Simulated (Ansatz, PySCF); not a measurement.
System: sulfur hexafluoride, SF6, charge 0, multiplicity 1. 
Geometry from a B3LYP-D3(BJ)/def2-TZVP (Ansatz, an electronic-structure program) optimisation:
SMILES: FS(F)(F)(F)(F)F
```xyz
7

F      0.6290    -0.4582    -1.3732
S      0.0000     0.0000     0.0000
F      1.2744    -0.5348     0.7623
F     -0.6866    -1.4125     0.1568
F     -1.2744     0.5348    -0.7623
F      0.6866     1.4125    -0.1568
F     -0.6290     0.4582     1.3732
```

Wanted: atomisation energy (electronic, to ground-state atoms), in kJ/mol. Valence correlation only, unless marked. UHF or UKS for open shells. Spin-orbit coupling is left out. Non-relativistic. The coupled-cluster limit lacks core correlation, which all-electron functionals hold. Basis-set limits of correlation are two-point, X^-3; Hartree-Fock from the larger set. [CCSD(T)-MP2]/basis is that difference in the basis named.

```json
[
 {"level": "HF/def2-TZVPD", "program": "PySCF", "atomisation energy (kJ/mol)": "975.5"},
 {"level": "HF/aug-cc-pV(Q+d)Z", "program": "Ansatz", "atomisation energy (kJ/mol)": "994.3"},
 {"level": "PBE0-D3(BJ)/def2-TZVP", "program": "Ansatz + dftd3", "atomisation energy (kJ/mol)": "1982.3"},
 {"level": "BHLYP-D3(BJ)/def2-TZVPD", "program": "Ansatz + dftd3", "atomisation energy (kJ/mol)": "1733.9"},
 {"level": "MP2/6-31G", "program": "Ansatz", "atomisation energy (kJ/mol)": "645.6"},
 {"level": "CCSD/6-31G*", "program": "Ansatz", "atomisation energy (kJ/mol)": "1673.6"},
 {"level": "RI-MP2/CBS(cc-pV(T+d)Z,cc-pV(Q+d)Z)+[CCSD(T)-MP2]/cc-pV(T+d)Z", "program": "Ansatz", "atomisation energy (kJ/mol)": "2017.2"}
]
```
